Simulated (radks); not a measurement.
Spherical jellium clusters: N electrons in a uniform positive sphere of charge N and radius rs N^(1/3), rs = 2.24 bohr. Method: non-relativistic Kohn-Sham, LDA (Slater exchange, Perdew-Wang correlation), spin-polarised, spherical densities; computed with a radial shooting solver with Libxc functionals. Levels are named by radial order and angular momentum (1s, 1p, 1d, 2s, ...), and open shells are averaged over m.

N = 8, configuration 1s2 1p6. This is the lowest configuration that the search found. Occupied and some empty levels:

| level | occupation | eigenvalue (eV) | <r> (bohr) |
|---|---|---|---|
| 1s | 2 | -8.6166 | 3.067 |
| 1p | 6 | -4.9118 | 4.035 |
| 2s | 0 | -1.3814 | 6.254 |
| 1d | 0 | -1.2317 | 5.447 |

Energy (eV): total -6.96032, kinetic 34.070, external -437.26, Hartree 206.67, exchange-correlation -43.673, background 233.24. Static polarisability (adiabatic kernel): 171.8 bohr^3, against R^3 = 89.92 for a classical metal sphere.
